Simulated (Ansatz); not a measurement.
All values below come from frozen-core CCSD(T)/cc-pVTZ // CAM-B3LYP-D3(BJ)/def2-TZVP (Ansatz, a quantum-chemistry and plane-wave program).

Ansatz 0.2 input:
```yaml
crystal:
  periodic: [false, false, false]
  atoms:
    - { symbol: O, position_ang: [2.157719, -0.562364, 0.2433] }
    - { symbol: C, position_ang: [0.861892, -0.259997, 0.100917] }
    - { symbol: C, position_ang: [0.16698, 0.886491, -0.079321] }
    - { symbol: C, position_ang: [-1.206469, 0.478674, -0.153454] }
    - { symbol: C, position_ang: [-1.222525, -0.857953, -0.013605] }
    - { symbol: O, position_ang: [0.057327, -1.324641, 0.144731] }
    - { symbol: H, position_ang: [2.679302, 0.244831, 0.202566] }
    - { symbol: H, position_ang: [0.565817, 1.883268, -0.150532] }
    - { symbol: H, position_ang: [-2.06391, 1.114296, -0.293696] }
    - { symbol: H, position_ang: [-1.996132, -1.602606, -0.000905] }
basis:
  gaussian: { orbitals: cc-pVTZ }
correlation:
  method: ccsd_t
```

Output:

```
Functional definition: HF
1394 factors; integrals over basis functions are off by at most 1.1e-3 eV
mean field evaluation 1: about -8257.1777 eV, gradient 4.0e1 eV
mean field evaluation 2: about -8257.6252 eV, gradient 4.0e1 eV
mean field evaluation 4: about -8261.2917 eV, gradient 4.2e0 eV
mean field evaluation 8: about -8261.3515 eV, gradient 3.1e-1 eV
mean field evaluation 16: about -8257.1782 eV, gradient 4.0e1 eV
mean field -8261.35193986 eV, -303.5990840445 hartree, gradient 2.5e-6 eV, S^2 0.000000; 0 other end points of the search recorded, 0 dependent functions left out
6 core orbitals not correlated
reference -8261.35193986 eV, -303.5990840445 hartree; 16, 16 occupied and 214, 214 virtual orbitals, 1394 factors
second order -29.88843703 eV of doubles, -0.00000000 eV of singles
cycle   1  -29.33820305 eV  change    5.5e-1 eV  update   1.2e-1
cycle   2  -30.07384931 eV  change   -7.4e-1 eV  update   3.8e-2
cycle   3  -30.24210000 eV  change   -1.7e-1 eV  update   1.8e-2
cycle   4  -30.22385071 eV  change    1.8e-2 eV  update   4.6e-3
cycle   5  -30.22208585 eV  change    1.8e-3 eV  update   2.2e-3
cycle   6  -30.22356080 eV  change   -1.5e-3 eV  update   7.3e-4
cycle   7  -30.22296151 eV  change    6.0e-4 eV  update   3.2e-4
cycle   8  -30.22281420 eV  change    1.5e-4 eV  update   1.1e-4
cycle   9  -30.22287705 eV  change   -6.3e-5 eV  update   3.8e-5
cycle  10  -30.22288503 eV  change   -8.0e-6 eV  update   1.2e-5
perturbative correction -1.43513077 eV, -0.0527400832 hartree
Total energy: -8293.00995567 eV, -304.7624946667 hartree
```

Cost: around 14 core-minutes (rough).
